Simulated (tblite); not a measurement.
C6H5F2O (doublet state).
Bonds: O1–C2, C2–C3 (double), C3–F4, C3–C5, C5–C6 (double), C6–C7, C7–F8, C7–C9, C2–C9. Hydrogens: H10 on O1; H11 on C5; H12 on C6; H13, H14 on C9.

The geometry is computed with GFN2-xTB (gas phase). This method treats the open shell by occupation alone, without spin polarisation.

Q: What internal coordinates does the optimisation give?

A: 
```csv
bond,length (Å)
O1–C2,1.357
C2=C3,1.369
C3–F4,1.350
C3–C5,1.398
C5=C6,1.403
C6–C7,1.351
C7–F8,1.354
C7–C9,1.491
C2–C9,1.497
O1–H10,0.964
C5–H11,1.075
C6–H12,1.078
"C9–H13, C9–H14",1.104
```

Bonds in one row agree within 0.01 Å and their mean is given. A selection of angles:
```csv
angle,degrees
C2–O1–H10,110.8
O1–C2–C3,120.6
O1–C2–C9,118.5
C3–C2–C9,120.8
C2–C3–F4,118.9
C2–C3–C5,123.3
F4–C3–C5,117.9
C3–C5–C6,119.3
C3–C5–H11,119.3
C6–C5–H11,121.4
C5–C6–C7,119.9
C5–C6–H12,120.3
C7–C6–H12,119.9
C6–C7–F8,120.8
C6–C7–C9,125.0
F8–C7–C9,114.2
C7–C9–H13,109.5
C2–C9–C7,111.8
C2–C9–H13,110.1
H13–C9–H14,105.7
```

Torsions: O1–C2–C3–F4 0° (synperiplanar); C2–C3–C5–C6 0° (synperiplanar); C3–C5–C6–C7 0° (synperiplanar); C5–C6–C7–F8 180° (antiperiplanar); C6–C7–C9–C2 0° (synperiplanar); O1–C2–C9–C7 180° (antiperiplanar); H10–O1–C2–C3 180° (antiperiplanar).

The C–C distances run from 1.351 Å (C6–C7, drawn single in a drawing that doesn't fit all lengths) to 1.497 Å (C2–C9, drawn single in a drawing that doesn't fit all lengths), a spread of 0.146 Å. C7 (carbon bonded to 2 C and F) is planar (angles 125.0°, 120.8° and 114.2°, sum 360.0°, 0.00 Å off the plane of its three neighbours). C3 (carbon bonded to 2 C and F) is planar (angles 123.3°, 118.9° and 117.9°, sum 360.0°, 0.00 Å off the plane of its three neighbours). C2 (carbon bonded to 2 C and O) is planar (angles 120.8°, 120.6° and 118.5°, sum 360.0°, 0.00 Å off the plane of its three neighbours). C6 (carbon bonded to 2 C and H) is planar (angles 120.3°, 119.9° and 119.9°, sum 360.0°, 0.00 Å off the plane of its three neighbours). The 9 heavy atoms lie in one plane (0.001 Å rms). The 6-membered ring C2–C3–C5–C6–C7–C9 has internal angles of 111.8° to 125.0° (sum 720°, against 720° for a flat polygon); it is planar, 0.00 Å rms from its mean plane, widest ring torsion 0°.

Point group: Cs (tolerance 0.08 Å). Its GFN2-xTB frequencies are all real (lowest 96 cm⁻¹). Torsions: H–O1–C2–C3 180°.

One conformer stands for the species.
